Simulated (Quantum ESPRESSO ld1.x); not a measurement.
Radial electron density D(r) = 4 pi r^2 rho(r) of an atom or ion with 33 electrons. Calculated with ld1.x of Quantum ESPRESSO 7.5: scalar-relativistic Kohn-Sham, BLYP, spin-unpolarised, spherical densities, point nucleus.

```
   r/bohr * D(r) (the largest magnitude, 55.5, reaches the edge; | marks zero)
 0.001356 |*
 0.001542 |*
 0.001766 |*
 0.002007 | *
 0.002282 | *
 0.002593 |  *
 0.002971 |   *
 0.003376 |    *
 0.003838 |     *
 0.004362 |      *
 0.004997 |        *
 0.005679 |          *
 0.006455 |            *
 0.007395 |               *
 0.008405 |                 *
 0.009553 |                     *
  0.01086 |                        *
  0.01244 |                            *
  0.01414 |                                *
  0.01607 |                                    *
  0.01826 |                                       *
  0.02092 |                                          *
  0.02378 |                                            *
  0.02703 |                                             *
  0.03072 |                                             *
  0.03519 |                                           *
     0.04 |                                         *
  0.04546 |                                       *
  0.05208 |                                     *
   0.0592 |                                     *
  0.06728 |                                      *
  0.07647 |                                         *
   0.0876 |                                             *
  0.09957 |                                                  *
   0.1132 |                                                     *
   0.1286 |                                                      *
   0.1474 |                                                    *
   0.1675 |                                               *
   0.1903 |                                        *
   0.2181 |                                  *
   0.2479 |                               *
   0.2817 |                               *
   0.3202 |                                 *
   0.3668 |                                     *
   0.4169 |                                      *
   0.4738 |                                    *
   0.5385 |                               *
    0.617 |                       *
   0.7012 |                *
    0.797 |           *
   0.9058 |       *
    1.038 |     *
    1.179 |     *
    1.341 |    *
    1.536 |   *
    1.746 |  *
    1.984 | *
    2.255 |*
    2.583 *
    2.936 *
    3.337 *
    3.793 *
    4.345 *
    4.939 *
```

What is the nuclear charge?

Answer. Z = 37. The innermost maximum, from 1s, lies near gamma/Z bohr with gamma = sqrt(1 - (Z/c)^2) = 0.963, here 0.026 bohr (found: 0.0284), and its height grows with Z. The density is that of the rubidium ion Rb4+ in [Ar] 3d10 4s2 4p3; the configuration itself is not fixed sharply by these data, and Z only to a few units. D(r) has 3 maxima, at r = 0.0284, 0.126, 0.414 bohr, and minima at 0.0583, 0.264 bohr, inside which lie 2.06, 11.08 electrons.
